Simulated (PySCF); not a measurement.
Sn(F)(Me)(OH)2 (CH5FO2Sn), SMILES [OH][Sn]([OH])([F])[CH3].

Coordinates come from a PBE0-D3(BJ)/def2-SVP optimisation. The structure was generated by enumeration; whether it is a known compound was not checked. The def2 effective core potentials stand for the cores of Sn; spin–orbit coupling is left out. One conformer was computed; it need not be the lowest.

These are PySCF with TDDFT-B3LYP/def2-SVPD values and carry that method's errors.

Vertical excitations. The molecule is in vacuum.

```csv
state,energy (eV),λ (nm),f,main pairs
S1,5.86,212,0.059,HOMO→LUMO 91 %
S2,6.08,204,0.037,HOMO−1→LUMO 92 %
S3,6.81,182,0.132,HOMO−2→LUMO 87 %
S4,7.08,175,0.105,HOMO−3→LUMO 79 %
S5,7.66,162,0.116,"HOMO−4→LUMO 61 %, HOMO→LUMO+1 11 %"
S6,7.74,160,0.025,HOMO→LUMO+1 78 %
S7,7.83,158,0.008,"HOMO−5→LUMO 70 %, HOMO→LUMO+2 16 %"
S8,7.93,156,0.034,"HOMO→LUMO+2 50 %, HOMO−4→LUMO 15 %, HOMO−5→LUMO 14 %, HOMO→LUMO+3 10 %"
S9,8.03,154,0.027,"HOMO−6→LUMO 46 %, HOMO−1→LUMO+2 20 %, HOMO−1→LUMO+1 15 %"
S10,8.09,153,0.015,"HOMO−1→LUMO+2 32 %, HOMO→LUMO+3 23 %, HOMO→LUMO+4 19 %, HOMO−6→LUMO 15 %"
T1,5.29,234,0,HOMO→LUMO 95 %
T2,5.61,221,0,HOMO−1→LUMO 93 %
T3,5.93,209,0,HOMO−2→LUMO 93 %
T4,6.29,197,0,HOMO−3→LUMO 91 %
```
Triplets are in the Tamm–Dancoff approximation, which puts them higher than full response would, so one can lie above its singlet here.
